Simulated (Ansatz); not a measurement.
`[OH][SnH]([Br])[Br]` → HBr + `[OH][Sn][Br]` at 700 K and 1 bar (stannylene formation by 1,1-elimination).

Isolated molecules relaxed with PBE0-D4/def2-TZVP in Ansatz; ΔE leaves out vibrations. CCSD(T)/CBS adds triple-zeta CCSD(T) − MP2 to the extrapolated MP2 energy (def2 sets, frozen cores). Elements past krypton have def2 core potentials. For Br, Sn outer-core shells are correlated without core-valence functions, which leaves a few kJ/mol of doubt a bond. Scalar relativity is left out up to krypton. Each species was taken in one conformer, which may not be the lowest.

```
              species  CCSD(T)/CBS energy (Eh)  H − E (kJ/mol)  S (J/(mol·K))
`[OH][SnH]([Br])[Br]`              -5437.15470           121.1          468.8
                  HBr              -2573.91920            36.5          223.7
       `[OH][Sn][Br]`              -2863.20849            77.8          374.3
```

H − E and S are ideal-gas, rigid-rotor, harmonic terms from PBE0-D4/def2-TZVP, for one conformer and one mirror image of each species. 1 Eh = 2625.50 kJ/mol, R = 8.31446 J/(mol·K).

Q: By hand: ΔE, ΔH, ΔS and ΔG.

A: ΔE = (-2573.91920) + (-2863.20849) − (-5437.15470) = 0.02701 Eh = 70.9 kJ/mol. Δ(H − E) = 36.5 + 77.8 − 121.1 = -6.8, so ΔH = 64.1 kJ/mol. ΔS = 223.7 + 374.3 − 468.8 = 129.2 J/(mol·K). ΔG = 64.1 − 700 × (129.2)/1000 = -26.3 kJ/mol.

Q: By hand: the equilibrium constant, and the temperature at which ΔG would vanish if ΔH and ΔS stayed fixed.

A: log₁₀ K = −ΔG/(RT ln 10) = 2.0. ΔG = 0 at ΔH/ΔS = 496 K.

The number of gas molecules changes by +1, which sets the sign of ΔS. A doubt of 5 kJ/mol in ΔE shifts log₁₀ K by 0.4 here. Other conformers and mirror images would add mixing entropy, several J/(mol·K) or more a flexible species. These are equilibria of isolated gas molecules and say nothing of rates. Largest T1 diagnostic: 0.015 (customary marks: 0.02 for closed shells, 0.045 for open ones).
